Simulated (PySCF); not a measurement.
Several orderings of computed values.

Species are written as SMILES; each is one conformer at its optimised geometry, gas phase, non-relativistic unless stated; the electronic structure was computed with PySCF and density fitting.

The conformers computed, where there is a choice (atom-mapped SMILES and torsion angles):
- `[SiH3:1][CH2:2][CH:3]1[CH2:4][NH2+:5][CH2:6]1`: Si1–C2–C3–C4 -71°
- `[CH2:1]=[CH:2][C@@H:3]([CH:4]=[O:5])[O:6][SiH2:7][C:8]#[N:9]`: C1–C2–C3–C4 -116°, C2–C3–C4–O5 115°, C2–C3–O6–Si7 -108°, C3–O6–Si7–C8 -73°
- `[H]/[N:1]=[C:2](/[CH2:3][C:4]#[C:5][SiH3:6])[C:7](=[O:8])[OH:9]`: N1–C2–C3–C4 111°, N1–C2–C7–O8 160°, H–O9–C7–C2 180°
- `[CH3:1][CH2:2][CH2:3][OH:4]`: C1–C2–C3–O4 179°, H–O4–C3–C2 57°
- `[CH3:1][S:2][CH2:3]/[P:4]=[C:5](\[CH3:6])[F:7]`: C1–S2–C3–P4 -64°, S2–C3–P4–C5 -74°
- `[O:1]=[C:2]=[CH:3][C:4]([F:5])=[C:6]([F:7])[F:8]`: C2–C3–C4–F5 0°

Question: Rank by smallest rotational constant, lowest first (GFN2-xTB).
A. `[SiH3]C#CC/C(C(O)=O)=N/[H]` (C5H7NO2Si)
B. `N#C[C@@]1([SiH3])C=C(Cl)C1` (C5H6ClNSi)
C. `CSC/P=C(\C)F` (C4H8FPS)
D. `C([C@@H](O[SiH2]C#N)C=C)=O` (C5H7NO2Si)
E. `CC([SiH3])[SiH3]` (C2H10Si2)
F. `[SiH3]CC1C[NH2+]C1` ([C4H12NSi]+)
G. `CCCO` (C3H8O)

Answer: A (0.587 GHz), B (0.702 GHz), D (0.797 GHz), C (0.911 GHz), F (1.253 GHz), E (2.028 GHz), G (3.571 GHz).

Give the two extremes of that set in cm⁻¹.

`[H]/N=C(/CC#C[SiH3])C(=O)O`: 0.0196 cm⁻¹; `CCCO` (1-propanol): 0.1191 cm⁻¹.

Question: Rank by HOMO–LUMO gap, highest first (CAM-B3LYP/def2-SVPD at GFN2-xTB geometries).
A. `[C@H](C=C)(C=O)O[SiH2]C#N` (C5H7NO2Si)
B. `CSC/P=C(\C)F` (C4H8FPS)
C. `[SiH3]CC1C[NH2+]C1` ([C4H12NSi]+)
D. `O=C=CC(F)=C(F)F` (C4HF3O)
E. `CCCO` (C3H8O)
F. `[H]/N=C(/CC#C[SiH3])C(=O)O` (C5H7NO2Si)

Answer: E (10.62 eV), C (9.84 eV), A (8.82 eV), F (8.18 eV), D (7.42 eV), B (7.21 eV).

Give the two extremes of that set in kcal/mol.

`CSC/P=C(\C)F`: 166 kcal/mol; `CCCO` (1-propanol): 245 kcal/mol.

Question: Rank by HOMO energy, lowest first (CAM-B3LYP/def2-SVPD at GFN2-xTB geometries).
A. `[H]/N=C(/CC#C[SiH3])C(=O)O` (C5H7NO2Si)
B. `C=C[C@@H](C=O)O[SiH2]C#N` (C5H7NO2Si)
C. `OCCC` (C3H8O)
D. `O=C=CC(F)=C(F)F` (C4HF3O)

Answer: B (-9.49 eV), C (-9.33 eV), A (-9.08 eV), D (-8.03 eV).

Question: Rank by electronic spatial extent ⟨r²⟩ about the centre of nuclear charge, lowest first (CAM-B3LYP/def2-SVPD at GFN2-xTB geometries).
A. `CSC/P=C(\C)F` (C4H8FPS)
B. `C(C#C[SiH3])/C(C(=O)O)=N/[H]` (C5H7NO2Si)
C. `C=C[C@@H](C=O)O[SiH2]C#N` (C5H7NO2Si)
D. `O=C=CC(F)=C(F)F` (C4HF3O)
E. `[SiH3]CC1C[NH2+]C1` ([C4H12NSi]+)
F. `CCCO` (C3H8O)

Answer: F (382 bohr²), E (964 bohr²), D (1075 bohr²), A (1306 bohr²), C (1453 bohr²), B (1953 bohr²).

Give the two extremes of that set in Å².

`CCCO` (1-propanol): 107 Å²; `[H]/N=C(/CC#C[SiH3])C(=O)O`: 547 Å².

Question: Rank by lowest triplet excitation (Tamm–Dancoff), lowest first (TDA CAM-B3LYP/def2-SVPD at GFN2-xTB geometries).
A. `CCCO` (C3H8O)
B. `CSC/P=C(\C)F` (C4H8FPS)
C. `[SiH3]CC1C[NH2+]C1` ([C4H12NSi]+)
D. `C=C[C@@H](C=O)O[SiH2]C#N` (C5H7NO2Si)
E. `O=C=CC(F)=C(F)F` (C4HF3O)

Answer: B (2.47 eV), E (2.99 eV), D (3.91 eV), A (6.67 eV), C (7.32 eV).

Give the two extremes of that set in kJ/mol.

`CSC/P=C(\C)F`: 239 kJ/mol; `[SiH3]CC1C[NH2+]C1`: 707 kJ/mol.

Question: Rank by lowest singlet excitation, lowest first (TDDFT CAM-B3LYP/def2-SVPD at GFN2-xTB geometries).
A. `CSC/P=C(\C)F` (C4H8FPS)
B. `[C@H](C=C)(C=O)O[SiH2]C#N` (C5H7NO2Si)
C. `OCCC` (C3H8O)
D. `C([SiH3])C1C[NH2+]C1` ([C4H12NSi]+)
E. `O=C=CC(F)=C(F)F` (C4HF3O)

Answer: E (3.30 eV), A (4.19 eV), B (4.50 eV), C (6.98 eV), D (7.41 eV).

By how much do the two ends of that ranking differ?

By 4.11 eV, between `[SiH3]CC1C[NH2+]C1` and `O=C=CC(F)=C(F)F`.
